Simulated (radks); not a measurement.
Values are calculated unless marked as measured or tabulated.
All-electron atom: F3+ in [He] 2s2 2p2.

Code: a radial shooting solver on a logarithmic mesh with Libxc functionals. Model: Dirac Kohn-Sham, BLYP, spin-unpolarised, spherical densities, point nucleus; open shells are shared between the two j in proportion to 2j + 1.

Energy parts (eV):
| part | energy |
|---|---|
| total | -2598.196 |
| kinetic | 2598.870 |
| electron-nucleus | -5816.334 |
| Hartree | 849.740 |
| exchange-correlation | -230.473 |

Orbitals (lengths in bohr, moments of r in powers of bohr; <r^-3> diverges for s and p1/2; r(90%) holds 90 % of the orbital's charge):
| orbital | occ. | eigenvalue (eV) | <1/r> | <r^4> | <r^-3> | r(90%) | small-component weight |
|---|---|---|---|---|---|---|---|
| 1s1/2 | 2 | -742.2419 | 8.640 | 0.004556 | - | 0.315 | 9.91e-04 |
| 2s1/2 | 2 | -91.1024 | 1.663 | 1.489 | - | 1.37 | 1.45e-04 |
| 2p1/2 | 0.666667 | -72.9096 | 1.574 | 1.507 | - | 1.37 | 1.33e-04 |
| 2p3/2 | 1.33333 | -72.8077 | 1.571 | 1.514 | 12.08 | 1.37 | 1.32e-04 |

The highest occupied level is 2p3/2 at -72.808 eV. The density falls to 0.001 e/bohr^3 at r = 2.26 bohr. For comparison, the ionisation energy in NIST's Atomic Spectra Database is 87.18 eV (semi-empirical). In exact Kohn-Sham theory the highest level is minus the ionisation energy, but local and semilocal functionals leave it too shallow, through self-interaction and a potential that decays too fast; potentials with the right tail come closer.

Beside tabulated values, note that spin-unpolarised runs miss the spin-polarisation part of the exchange energy of open shells.
